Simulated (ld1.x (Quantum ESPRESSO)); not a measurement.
**What one change does to a pseudopotential (bismuth (Bi), ultrasoft)**

ld1.x (Quantum ESPRESSO) 7.5 input, shortened:

```
&input
   title='Bi', zed=83., rel=1, dft='PZ', iswitch=3,
   config='[Xe] 4f14 5d10 6s2 6p3'
 /
 &inputp
   pseudotype=3, tm=.true., lloc=-1, rcloc=1.95,
   nlcc=.false.,
   which_augfun='PSQ', rmatch_augfun=1.85
 /
6
6S  1  0   2.00   0.00  1.95  2.15  0.0
6S  1  0   0.00   3.15  1.95  2.15  0.0
6P  2  1   3.00   0.00  2.05  2.40  0.0
6P  2  1   0.00   3.50  2.05  2.40  0.0
5D  3  2  10.00   0.00  1.85  2.20  0.0
5D  3  2   0.00  -1.65  1.85  2.20  0.0
 &test
   configts(1)='5d10 6s2 6p3'
 /
```

Change: local potential all-electron potential smoothed inside 1.22 bohr (lloc = -1).

Cutoffs: the cutoffs (Ry, on a coarse ladder) from which the occupation-weighted sum of valence levels, in a spherical-Bessel basis at the reference potential, stays within 10 and 1 mRy of its value at 400 Ry; they do not see the model core or the augmentation charge, which bear on the density cutoff. Errors are all-electron minus pseudo energies relative to the spin-unpolarised reference configuration.

Question: How do hardness, ghosts and transferability respond?

Answer: The potential gets harder (25 Ry and 40 Ry → 35 Ry and 40 Ry); a bound ghost appears in d, p, s, which as a rule spoils a file; of the 9 tests that both files solve, the error grows in 3 and shrinks in 0 by more than 15 % and 0.3 meV (median size 9.2 → 9.8 meV). A state that the projectors do not describe sees the local part alone, so a deeper or shallower local part can create or remove a ghost. That the errors move this way runs against the usual rule that smaller radii transfer better.

```csv
quantity,base,changed
"cutoff, loose",25 Ry,35 Ry
"cutoff, tight",40 Ry,40 Ry
bound ghosts,none,"s, p, d"
"error for 5d10 6s2 6p2, meV [ΔE 8.15 eV]",-3.4,-3.5
"error for 5d10 6s2 6p1, meV [ΔE 23.72 eV]",-9.2,-9.8
"error for 5d10 6s2 6p0, meV [ΔE 47.43 eV]",-18,-20
"error for 5d10 6s2 6p3.3, meV [ΔE -1.15 eV]",+0.5,+0.5
"error for 5d10 6s1 6p3, meV [ΔE 19.05 eV]",-7.1,-8.3
"error for 5d9 6s2 6p4, meV [ΔE 24.12 eV]",+17,-56
"error for 5d9 6s2 6p3, meV [ΔE 33.45 eV]",+3.8,-74
"error for 5d10 6s2 6p3 (spin-polarised), meV [ΔE -1.02 eV]",+20,+19
"error for 5d10 6s2 6p2 (spin-polarised), meV [ΔE 7.60 eV]",+9.6,+9.2
s: phases at 2.59 bohr within 0.05 rad from the reference energy up to (Ry; the scan ends near 5),to the end of the scan,to the end of the scan
p: phases at 2.59 bohr within 0.05 rad from the reference energy up to (Ry; the scan ends near 5),to the end of the scan,to the end of the scan
d: phases at 2.59 bohr within 0.05 rad from the reference energy up to (Ry; the scan ends near 5),1.3,0.5
lowest overlap eigenvalue by channel,"s 0.51, p 0.57, d 0.61","s 0.03, p 0.43, d 0.46"
```

 A true bound ghost makes a file unfit for plane-wave use even where its test errors are small: the radial tests pick states by their node count and pass the ghost by.
